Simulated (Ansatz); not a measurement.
`[O]=[Ta]([OH])([F])[Cl]` + `COB(N)F` → `[NH2][Ta](=[O])([OH])[F]` + `COB(F)Cl`  (redistribution)

Program: Ansatz. Geometries: PBE0-D4/def2-TZVP. ΔE: electronic, gas phase. CCSD(T)/CBS is the MP2 limit (def2-TZVPP, def2-QZVPP) plus CCSD(T) − MP2 in def2-TZVPP, frozen cores. This one scheme is used for every species. DFT in def2-TZVPP. B3LYP here is the variant with VWN-RPA as its local correlation; programs differ in this. Elements past krypton have def2 core potentials. For Ta outer-core shells are correlated without core-valence functions, which leaves a few kJ/mol of doubt a bond. One conformer a species, not always the lowest.

`[O]=[Ta]([OH])([F])[Cl]`:

```xyz
6

O    -1.276   -0.595   -1.414
Ta   -0.405   -0.168   -0.007
O     1.128    0.751   -0.622
F    -1.481    0.940    1.051
Cl    0.170   -2.075    1.145
H     1.864    1.148   -0.153
```

`COB(N)F`:

Z-matrix (Å, degrees):
```
C
O 1 1.412
H 1 1.093 2 111.5
H 1 1.090 2 107.5 3 -119.4
H 1 1.094 2 111.4 3 121.4
B 2 1.359 1 120.4 3 -58.5
F 6 1.345 2 120.1 1 0.2
N 6 1.400 2 120.7 1 -179.8
H 8 1.003 6 122.4 2 -180.0
H 8 1.003 6 122.2 2 0.0
```

`[NH2][Ta](=[O])([OH])[F]`:

Z-matrix (Å, degrees):
```
Ta
O 1 1.717
O 1 1.905 2 111.0
N 1 1.971 2 104.8 3 119.0
F 1 1.891 2 110.4 3 -121.4
H 3 0.957 1 131.2 2 1.6
H 4 1.009 1 124.4 2 3.4
H 4 1.010 1 125.0 2 -173.4
```

`COB(F)Cl`:

```xyz
8

C     0.892   -0.500   -0.450
O     0.335    0.236    0.621
B    -0.929    0.651    0.713
F    -1.287    1.327    1.789
Cl   -2.159    0.356   -0.517
H     1.188   -1.483   -0.081
H     1.777    0.030   -0.803
H     0.183   -0.617   -1.271
```

```csv
level,ΔE (kcal/mol),difference from CCSD(T)/CBS
PBE-D4,15.5,-0.9
r2SCAN-D4,17.2,0.8
PBE0-D4,16.8,0.4
B3LYP-D4,16.8,0.4
ωB97X-V,16.6,0.2
ωB97M-V,16.7,0.3
B2PLYP,17.5,1.1
PBE,15.8,-0.6
r2SCAN,17.3,0.9
PBE0,17.1,0.7
B3LYP,17.4,1.0
HF/def2-TZVPP,20.1,3.7
MP2/def2-TZVPP,17.1,0.7
SCS-MP2/def2-TZVPP,17.2,0.8
CCSD/def2-TZVPP,16.5,0.1
CCSD(T)/def2-TZVPP,16.2,-0.2
HF/def2-QZVPP,20.4,4.0
MP2/def2-QZVPP,17.3,0.9
SCS-MP2/def2-QZVPP,17.4,1.0
HF/CBS(def2),20.4,4.0
MP2/CBS(def2),17.3,0.9
CCSD/CBS(def2),16.7,0.3
CCSD(T)/CBS,16.4,0
```

Largest T1 diagnostic among the species: 0.020.

From PBE to PBE0 (25 % exact exchange), in def2-TZVPP and without D4, ΔE moves by +1.2 kcal/mol. In def2-TZVPP, CCSD(T) changes the Hartree–Fock value by −3.9 kcal/mol (the triples alone add −0.3 kcal/mol) and MP2 by −3.0 kcal/mol.
